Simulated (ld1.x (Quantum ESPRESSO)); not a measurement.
# Which change was made? (As, PAW)

* Element: As (Z = 33)
* Generator: ld1.x (Quantum ESPRESSO) 7.5
* Type: PAW
* Functional: PBEsol
* Relativity: scalar-relativistic
* Frozen core: [Ar]
* Valence charge: 15
* Reference configuration: 3d10 4s2 4p3
* Partial waves: 4s (bound): rcut 1.75, rcutus 2.00 bohr; 4s channel at 1.5 Ry: rcut 1.75, rcutus 2.00 bohr; 4p (bound): rcut 1.40, rcutus 1.90 bohr; 4p channel at 1.2 Ry: rcut 1.40, rcutus 1.90 bohr; 3d (bound): rcut 0.75, rcutus 0.90 bohr; 3d channel at -2.45 Ry: rcut 0.75, rcutus 0.90 bohr
* Local potential: all-electron potential smoothed inside 1.45 bohr (lloc = -2)
* Core correction: a·sin(br)/r model core inside 0.90 bohr
* Augmentation charge: PSQ, inside the norm-conserving radii

Cutoffs, loose and tight: the cutoffs (Ry, on a coarse ladder) from which the occupation-weighted sum of valence levels, in a spherical-Bessel basis at the reference potential, stays within 10 and 1 mRy of its value at 400 Ry. They do not see the model core or the augmentation charge, which bear on the density cutoff. Test errors are all-electron minus pseudo excitation energies from the reference, over the configurations 3d10 4s2 4p2; 3d10 4s2 4p1; 3d10 4s2 4p0; 3d10 4s1 4p3; 3d10 4s0 4p5; 3d10 4s2 4p3.3; 3d9 4s2 4p4; variants that change the core or the reference have their own tests.

The base gives: outcome: generated; cutoff, loose: 200 Ry; cutoff, tight: 300 Ry; bound ghosts: none; largest test error (meV): -248.

(1) After one change the result is: outcome: generated; cutoff, loose: 260 Ry; cutoff, tight: over 300 Ry; bound ghosts: none; largest test error (meV): -228. Which change was it?
A. waves 4s (bound): rcut 1.75, rcutus 2.68 bohr; 4s channel at 1.5 Ry: rcut 1.75, rcutus 2.68 bohr
B. local potential all-electron potential smoothed inside 1.24 bohr (lloc = -2)
C. waves 3d (bound): rcut 0.75, rcutus 0.82 bohr; 3d channel at -2.45 Ry: rcut 0.75, rcutus 0.82 bohr

Results:

(1) C. The others give: local potential all-electron potential smoothed inside 1.24 bohr (lloc = -2) → outcome: generated; cutoff, loose: 200 Ry; cutoff, tight: 300 Ry; bound ghosts: none; largest test error (meV): -187 | waves 4s (bound): rcut 1.75, rcutus 2.68 bohr; 4s channel at 1.5 Ry: rcut 1.75, rcutus 2.68 bohr → outcome: generated; cutoff, loose: 200 Ry; cutoff, tight: 300 Ry; bound ghosts: none; largest test error (meV): -63.
